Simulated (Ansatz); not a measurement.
Geometry optimisation of Ta(NH)(OSiH3)3 (TaSi3NO3H10).

```yaml
crystal:
  periodic: [false, false, false]
  atoms:
    - {symbol: Ta, position_ang: [0.060310, 0.011280, 0.461830]}
    - {symbol: N, position_ang: [0.447760, -0.103200, 2.211860]}
    - {symbol: H, position_ang: [0.667890, -0.169680, 3.195570]}
    - {symbol: O, position_ang: [1.446700, -0.845680, -0.538700]}
    - {symbol: Si, position_ang: [2.720390, -1.651590, -1.120070]}
    - {symbol: H, position_ang: [2.920940, -2.840810, -0.282470]}
    - {symbol: H, position_ang: [3.869190, -0.737400, -1.077220]}
    - {symbol: H, position_ang: [2.385830, -2.020320, -2.503840]}
    - {symbol: O, position_ang: [-0.046630, 1.856980, -0.030670]}
    - {symbol: Si, position_ang: [-0.008650, 3.468980, -0.135180]}
    - {symbol: H, position_ang: [0.136450, 4.013020, 1.220510]}
    - {symbol: H, position_ang: [-1.276260, 3.877520, -0.757170]}
    - {symbol: H, position_ang: [1.136030, 3.812100, -0.991300]}
    - {symbol: O, position_ang: [-1.602980, -0.869620, 0.126760]}
    - {symbol: Si, position_ang: [-2.943380, -1.770360, 0.074790]}
    - {symbol: H, position_ang: [-3.346310, -2.070240, 1.454030]}
    - {symbol: H, position_ang: [-2.611310, -2.989010, -0.678000]}
    - {symbol: H, position_ang: [-3.955980, -0.971990, -0.630730]}
basis:
  gaussian: {orbitals: def2-SVP}
hamiltonian: {xc: pbe, dispersion: d4}
scf: {lower_state_search: "off"}
output: {orbitals: {seedname: orbitals}}
relax: {f_tol: 0.02, max_steps: 100}
```

```sh
$ ansatz run in.yaml --threads 2 --pin off --events-out ev --progress --plain --max-ram 32768MiB --backend cuda --devices 0, --max-vram 18GiB
```

Output, abridged:

```
Functional definition: PBE
mean field -32952.82143230 eV, -1210.9938514126 hartree, gradient 1.7e-6 eV, S^2 0.000000; 0 other end points of the search recorded, 0 dependent functions left out
relax step   1: F+E_penalty+E_count = -32953.29502814 eV  Δ(F+E_penalty+E_count) = +0.000e0 eV  max|allowed force component| = 2.117e0 eV/Å  Δτ_max = 0.0000 Å  (22 SCF iters, accepted)
mean field -32953.16370999 eV, -1211.0064298855 hartree, gradient 3.0e-6 eV, S^2 0.000000; 0 other end points of the search recorded, 0 dependent functions left out
relax step   2: F+E_penalty+E_count = -32953.63835439 eV  Δ(F+E_penalty+E_count) = -3.433e-1 eV  max|allowed force component| = 1.107e0 eV/Å  Δτ_max = 0.1183 Å  (20 SCF iters, accepted)
mean field -32953.22270980 eV, -1211.0085980886 hartree, gradient 2.7e-6 eV, S^2 0.000000; 0 other end points of the search recorded, 0 dependent functions left out
relax step   3: F+E_penalty+E_count = -32953.69681656 eV  Δ(F+E_penalty+E_count) = -5.846e-2 eV  max|allowed force component| = 2.927e-1 eV/Å  Δτ_max = 0.0617 Å  (21 SCF iters, accepted)
mean field -32953.24636840 eV, -1211.0094675259 hartree, gradient 9.2e-7 eV, S^2 0.000000; 0 other end points of the search recorded, 0 dependent functions left out
relax step   4: F+E_penalty+E_count = -32953.72164403 eV  Δ(F+E_penalty+E_count) = -2.483e-2 eV  max|allowed force component| = 6.591e-2 eV/Å  Δτ_max = 0.1574 Å  (22 SCF iters, accepted)
mean field -32953.24342982 eV, -1211.0093595353 hartree, gradient 2.9e-6 eV, S^2 0.000000; 0 other end points of the search recorded, 0 dependent functions left out
relax step   5: F+E_penalty+E_count = -32953.71962933 eV  Δ(F+E_penalty+E_count) = +2.015e-3 eV  max|allowed force component| = 4.709e-1 eV/Å  Δτ_max = 0.1955 Å  (21 SCF iters, rejected (line search))
mean field -32953.25468728 eV, -1211.0097732393 hartree, gradient 1.8e-6 eV, S^2 0.000000; 0 other end points of the search recorded, 0 dependent functions left out
relax step   6: F+E_penalty+E_count = -32953.73027964 eV  Δ(F+E_penalty+E_count) = -8.636e-3 eV  max|allowed force component| = 3.914e-2 eV/Å  Δτ_max = 0.0977 Å  (21 SCF iters, accepted)
mean field -32953.25907177 eV, -1211.0099343664 hartree, gradient 3.0e-6 eV, S^2 0.000000; 0 other end points of the search recorded, 0 dependent functions left out
relax step   7: F+E_penalty+E_count = -32953.73506989 eV  Δ(F+E_penalty+E_count) = -4.790e-3 eV  max|allowed force component| = 9.505e-2 eV/Å  Δτ_max = 0.0975 Å  (20 SCF iters, accepted)
mean field -32953.25752865 eV, -1211.0098776577 hartree, gradient 1.7e-6 eV, S^2 0.000000; 0 other end points of the search recorded, 0 dependent functions left out
relax step   8: F+E_penalty+E_count = -32953.73395095 eV  Δ(F+E_penalty+E_count) = +1.119e-3 eV  max|allowed force component| = 1.711e-1 eV/Å  Δτ_max = 0.0792 Å  (22 SCF iters, rejected (line search))
mean field -32953.26078325 eV, -1211.0099972620 hartree, gradient 1.4e-6 eV, S^2 0.000000; 0 other end points of the search recorded, 0 dependent functions left out
relax step   9: F+E_penalty+E_count = -32953.73691413 eV  Δ(F+E_penalty+E_count) = -1.844e-3 eV  max|allowed force component| = 5.211e-2 eV/Å  Δτ_max = 0.0387 Å  (22 SCF iters, accepted)
mean field -32953.26190692 eV, -1211.0100385562 hartree, gradient 1.6e-6 eV, S^2 0.000000; 0 other end points of the search recorded, 0 dependent functions left out
relax step  10: F+E_penalty+E_count = -32953.73775502 eV  Δ(F+E_penalty+E_count) = -8.409e-4 eV  max|allowed force component| = 6.792e-2 eV/Å  Δτ_max = 0.0731 Å  (22 SCF iters, accepted)
mean field -32953.26249508 eV, -1211.0100601706 hartree, gradient 1.3e-6 eV, S^2 0.000000; 0 other end points of the search recorded, 0 dependent functions left out
relax step  11: F+E_penalty+E_count = -32953.73837106 eV  Δ(F+E_penalty+E_count) = -6.160e-4 eV  max|allowed force component| = 3.185e-2 eV/Å  Δτ_max = 0.0215 Å  (23 SCF iters, accepted)
mean field -32953.26301908 eV, -1211.0100794272 hartree, gradient 1.2e-6 eV, S^2 0.000000; 0 other end points of the search recorded, 0 dependent functions left out
relax step  12: F+E_penalty+E_count = -32953.73864728 eV  Δ(F+E_penalty+E_count) = -2.762e-4 eV  max|allowed force component| = 5.553e-2 eV/Å  Δτ_max = 0.0264 Å  (22 SCF iters, accepted)
mean field -32953.26316594 eV, -1211.0100848243 hartree, gradient 1.2e-6 eV, S^2 0.000000; 0 other end points of the search recorded, 0 dependent functions left out
relax step  13: F+E_penalty+E_count = -32953.73879954 eV  Δ(F+E_penalty+E_count) = -1.523e-4 eV  max|allowed force component| = 3.347e-2 eV/Å  Δτ_max = 0.0193 Å  (23 SCF iters, accepted)
mean field -32953.26346221 eV, -1211.0100957120 hartree, gradient 1.2e-6 eV, S^2 0.000000; 0 other end points of the search recorded, 0 dependent functions left out
relax step  14: F+E_penalty+E_count = -32953.73916263 eV  Δ(F+E_penalty+E_count) = -3.631e-4 eV  max|allowed force component| = 4.569e-2 eV/Å  Δτ_max = 0.1169 Å  (21 SCF iters, accepted)
mean field -32953.26376669 eV, -1211.0101069013 hartree, gradient 1.3e-6 eV, S^2 0.000000; 0 other end points of the search recorded, 0 dependent functions left out
relax step  15: F+E_penalty+E_count = -32953.73947781 eV  Δ(F+E_penalty+E_count) = -3.152e-4 eV  max|allowed force component| = 3.189e-2 eV/Å  Δτ_max = 0.0094 Å  (23 SCF iters, accepted)
mean field -32953.26397201 eV, -1211.0101144466 hartree, gradient 1.3e-6 eV, S^2 0.000000; 0 other end points of the search recorded, 0 dependent functions left out
relax step  16: F+E_penalty+E_count = -32953.73983859 eV  Δ(F+E_penalty+E_count) = -3.608e-4 eV  max|allowed force component| = 7.864e-3 eV/Å  Δτ_max = 0.0312 Å  (22 SCF iters, accepted)
mean field -32953.26437839 eV, -1211.0101293812 hartree, gradient 1.4e-6 eV, S^2 0.000000; 0 other end points of the search recorded, 0 dependent functions left out
relax step  17: F+E_penalty+E_count = -32953.74030409 eV  Δ(F+E_penalty+E_count) = -4.655e-4 eV  max|allowed force component| = 3.426e-2 eV/Å  Δτ_max = 0.0938 Å  (21 SCF iters, accepted)
mean field -32953.26457662 eV, -1211.0101366660 hartree, gradient 3.0e-6 eV, S^2 0.000000; 0 other end points of the search recorded, 0 dependent functions left out
relax step  18: F+E_penalty+E_count = -32953.74056470 eV  Δ(F+E_penalty+E_count) = -2.606e-4 eV  max|allowed force component| = 3.834e-2 eV/Å  Δτ_max = 0.0440 Å  (21 SCF iters, accepted)
mean field -32953.26485985 eV, -1211.0101470744 hartree, gradient 1.4e-6 eV, S^2 0.000000; 0 other end points of the search recorded, 0 dependent functions left out
relax step  19: F+E_penalty+E_count = -32953.74089513 eV  Δ(F+E_penalty+E_count) = -3.304e-4 eV  max|allowed force component| = 2.939e-2 eV/Å  Δτ_max = 0.0403 Å  (22 SCF iters, accepted)
mean field -32953.26521982 eV, -1211.0101603031 hartree, gradient 1.3e-6 eV, S^2 0.000000; 0 other end points of the search recorded, 0 dependent functions left out
relax step  20: F+E_penalty+E_count = -32953.74131695 eV  Δ(F+E_penalty+E_count) = -4.218e-4 eV  max|allowed force component| = 5.319e-2 eV/Å  Δτ_max = 0.0870 Å  (21 SCF iters, accepted)
mean field -32953.26559842 eV, -1211.0101742163 hartree, gradient 1.2e-6 eV, S^2 0.000000; 0 other end points of the search recorded, 0 dependent functions left out
relax step  21: F+E_penalty+E_count = -32953.74164127 eV  Δ(F+E_penalty+E_count) = -3.243e-4 eV  max|allowed force component| = 4.241e-2 eV/Å  Δτ_max = 0.0334 Å  (22 SCF iters, accepted)
mean field -32953.26597289 eV, -1211.0101879777 hartree, gradient 1.2e-6 eV, S^2 0.000000; 0 other end points of the search recorded, 0 dependent functions left out
relax step  22: F+E_penalty+E_count = -32953.74197615 eV  Δ(F+E_penalty+E_count) = -3.349e-4 eV  max|allowed force component| = 4.092e-2 eV/Å  Δτ_max = 0.0287 Å  (23 SCF iters, accepted)
mean field -32953.26645116 eV, -1211.0102055538 hartree, gradient 1.4e-6 eV, S^2 0.000000; 0 other end points of the search recorded, 0 dependent functions left out
relax step  23: F+E_penalty+E_count = -32953.74242710 eV  Δ(F+E_penalty+E_count) = -4.510e-4 eV  max|allowed force component| = 2.730e-2 eV/Å  Δτ_max = 0.0695 Å  (22 SCF iters, accepted)
mean field -32953.26657706 eV, -1211.0102101806 hartree, gradient 1.3e-6 eV, S^2 0.000000; 0 other end points of the search recorded, 0 dependent functions left out
relax step  24: F+E_penalty+E_count = -32953.74249601 eV  Δ(F+E_penalty+E_count) = -6.891e-5 eV  max|allowed force component| = 6.271e-2 eV/Å  Δτ_max = 0.0931 Å  (21 SCF iters, accepted)
mean field -32953.26685468 eV, -1211.0102203829 hartree, gradient 1.4e-6 eV, S^2 0.000000; 0 other end points of the search recorded, 0 dependent functions left out
relax step  25: F+E_penalty+E_count = -32953.74280804 eV  Δ(F+E_penalty+E_count) = -3.120e-4 eV  max|allowed force component| = 2.785e-2 eV/Å  Δτ_max = 0.0151 Å  (23 SCF iters, accepted)
mean field -32953.26697727 eV, -1211.0102248882 hartree, gradient 1.3e-6 eV, S^2 0.000000; 0 other end points of the search recorded, 0 dependent functions left out
relax step  26: F+E_penalty+E_count = -32953.74294120 eV  Δ(F+E_penalty+E_count) = -1.332e-4 eV  max|allowed force component| = 8.617e-3 eV/Å  Δτ_max = 0.0125 Å  (24 SCF iters, accepted)
mean field -32953.26714475 eV, -1211.0102310429 hartree, gradient 1.3e-6 eV, S^2 0.000000; 0 other end points of the search recorded, 0 dependent functions left out
relax step  27: F+E_penalty+E_count = -32953.74312070 eV  Δ(F+E_penalty+E_count) = -1.795e-4 eV  max|allowed force component| = 5.685e-3 eV/Å  Δτ_max = 0.0480 Å  (22 SCF iters, accepted)
mean field -32953.26430109 eV, -1211.0101265404 hartree, gradient 2.6e-6 eV, S^2 0.000000; 0 other end points of the search recorded, 0 dependent functions left out
relax step  28: F+E_penalty+E_count = -32953.74032330 eV  Δ(F+E_penalty+E_count) = +2.797e-3 eV  max|allowed force component| = 1.640e-1 eV/Å  Δτ_max = 0.1831 Å  (19 SCF iters, rejected (line search))
mean field -32953.26733009 eV, -1211.0102378539 hartree, gradient 2.9e-6 eV, S^2 0.000000; 0 other end points of the search recorded, 0 dependent functions left out
relax step  29: F+E_penalty+E_count = -32953.74329893 eV  Δ(F+E_penalty+E_count) = -1.782e-4 eV  max|allowed force component| = 1.951e-2 eV/Å  Δτ_max = 0.0639 Å  (21 SCF iters, accepted)
Total energy: -32953.74336843 eV, -1211.0277319404 hartree
Atom 0 at     0.014515    -0.014059     0.102287 Å, force    -0.002124     0.000448    -0.000634 eV/Å
Atom 1 at     0.342513    -0.184842     1.848933 Å, force    -0.001211     0.000035    -0.003527 eV/Å
Atom 2 at     0.529166    -0.282551     2.846773 Å, force     0.000554    -0.000011     0.001996 eV/Å
Atom 3 at     1.449452    -0.858098    -0.870711 Å, force     0.006057    -0.001577     0.001048 eV/Å
Atom 4 at     2.910224    -1.682691    -1.031199 Å, force     0.019511    -0.006981    -0.002475 eV/Å
Atom 5 at     3.403717    -2.135639     0.316911 Å, force    -0.009486     0.003912    -0.014837 eV/Å
Atom 6 at     3.926175    -0.765739    -1.655751 Å, force    -0.013976    -0.008152     0.004084 eV/Å
Atom 7 at     2.700887    -2.877041    -1.921186 Å, force    -0.001212     0.014035     0.012767 eV/Å
Atom 8 at    -0.073965     1.865361    -0.318842 Å, force     0.001664     0.000616     0.002397 eV/Å
Atom 9 at    -0.017435     3.515185     0.019301 Å, force    -0.002255    -0.002229    -0.001722 eV/Å
Atom 10 at     0.273590     3.736976     1.478425 Å, force     0.000846     0.000425    -0.000057 eV/Å
Atom 11 at    -1.343439     4.130896    -0.330255 Å, force    -0.000606     0.000055    -0.000000 eV/Å
Atom 12 at     1.062658     4.147159    -0.813478 Å, force     0.000997    -0.000215     0.000749 eV/Å
Atom 13 at    -1.666227    -0.874491    -0.288120 Å, force    -0.001454    -0.004273     0.001353 eV/Å
Atom 14 at    -3.065589    -1.738824     0.078503 Å, force     0.001528     0.006460    -0.000135 eV/Å
Atom 15 at    -3.117037    -2.044277     1.550577 Å, force     0.000941    -0.002432    -0.000270 eV/Å
Atom 16 at    -3.066717    -3.021905    -0.704706 Å, force     0.000506     0.000073     0.000869 eV/Å
Atom 17 at    -4.262495    -0.915441    -0.307464 Å, force    -0.000282    -0.000188    -0.001606 eV/Å
Dipole moment:     0.016201    -0.006867     0.088092 e Å
Checks for a lower state left out: stability, starts, cluster_reference, orbital_swaps, neighbouring_geometries, increment
```

It took 49 s on 2 threads of AMD EPYC 7R13 on a shared host and a share (18 GiB) of an NVIDIA H100 80GB HBM3, peak host memory 0.84 GiB.

In the def2 sets Ta takes a core potential; there is no spin–orbit coupling.
